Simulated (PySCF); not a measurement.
**Vertical excitation energies**

Species: C6H12O2.
Bonds: C1–C2, C2–C3, C3–C4, C4–C5, C5–O6 (double), C5–O7, O7–C8. Hydrogens: H9, H10, H11 on C1; H12, H13 on C2; H14, H15 on C3; H16, H17 on C4; H18, H19, H20 on C8.

Level of theory: TDDFT B3LYP/def2-SVPD, vertical, gas phase, core orbitals frozen in the response in PySCF. Isolated species at its PBE0-D3(BJ)/def2-SVP geometry (one conformer only). Torsions of this conformer, `[CH3:1][CH2:2][CH2:3][CH2:4][C:5](=[O:6])[O:7][CH3:8]`: C1–C2–C3–C4 180°, C2–C3–C4–C5 69°, C3–C4–C5–O6 16°, C4–C5–O7–C8 -178°.

```tsv
state	E (eV)	ν̃ (cm⁻¹)	f	|μ| (D)	main configurations (H = HOMO, L = LUMO)
S1	5.89	47490	0.0008	0.19	H→L (97%)
S2	7.24	58420	0.015	0.74	H→L+1 (96%)
S3	7.77	62640	0.069	1.53	H-1→L (72%), H→L+2 (18%)
S4	7.92	63890	0.0091	0.55	H→L+2 (62%), H-3→L (11%), H-1→L (11%)
S5	7.97	64320	0.0095	0.56	H-1→L+1 (53%), H-2→L (36%)
S6	7.99	64410	0.032	1.03	H-2→L (47%), H-1→L+1 (34%)
S7	8.04	64840	0.0026	0.29	H→L+3 (79%), H-2→L (11%)
S8	8.14	65650	0.020	0.81	H-3→L (75%), H→L+2 (8%)
S9	8.25	66510	0.0017	0.23	H→L+4 (94%)
S10	8.32	67120	0.0051	0.40	H-4→L (80%)
```

Triplets, Tamm–Dancoff:

| state | E (eV) | λ (nm) | main configurations (H = HOMO, L = LUMO) |
| --- | --- | --- | --- |
| T1 | 5.38 | 230.5 | H→L (95%) |
| T2 | 6.14 | 202.0 | H-1→L (80%) |
| T3 | 7.16 | 173.3 | H→L+1 (95%) |
| T4 | 7.60 | 163.2 | H-2→L (35%), H-3→L (29%), H-6→L (9%) |

The lowest singlet lies at 5.89 eV (211 nm, ultraviolet) and is very weak; its leading configuration is HOMO→LUMO (97%). The most intense listed level is S3 at 7.77 eV (160 nm, f = 0.069), 1.88 eV above S1. S1 has the pattern of n→π* at C=O. Orbital energies (eV): HOMO-3 -9.02, HOMO-2 -8.95, HOMO-1 -8.57, HOMO -7.79, LUMO -0.07, LUMO+1 0.35, LUMO+2 0.78. Weighted by f, the mean energy of these states is 7.84 eV. The listed states span 2.43 eV, and the widest gap between neighbours is 1.36 eV (S1 to S2). All these states lie below the vertical ionisation energy of 10.08 eV (ΔSCF). Only the lowest 10 singlets were computed, as vertical energies without vibronic structure.
